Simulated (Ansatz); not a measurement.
System: NO, net charge 0, quartet state. The spin state was set by rule; other spins were not relaxed. 
Geometry from a B3LYP-D3(BJ)/def2-TZVP (Ansatz, a quantum-chemistry and plane-wave program) optimisation:
SMILES: [O][N]
```xyz
2

N      0.0000     0.0000    -0.7573
O      0.0000     0.0000     0.6627
```
Charge 0, spin multiplicity 4.

Basis-set convergence of Hartree-Fock and MP2 correlation energies (hartree) with Ansatz. Cores are frozen in the correlated levels unless marked. UHF or UKS for open shells. No spin-orbit coupling. Non-relativistic.

```
basis        functions       E(HF)  E(corr, MP2)
-----------  ---------  ----------  ------------
def2-SVPD           43  -129.04303      -0.24700
def2-TZVPPD         77  -129.20123      -0.31057
def2-QZVPPD        129  -129.20617      -0.33657
```

Extrapolating the two largest sets (X = 3 and 4) as X^-3: E(corr) = (64·(-0.33657) - 27·(-0.31057))/37 = -0.3555 Eh, an estimate of the basis-set limit. The largest set recovers 94.7 % of it, the smallest 69.5 %.
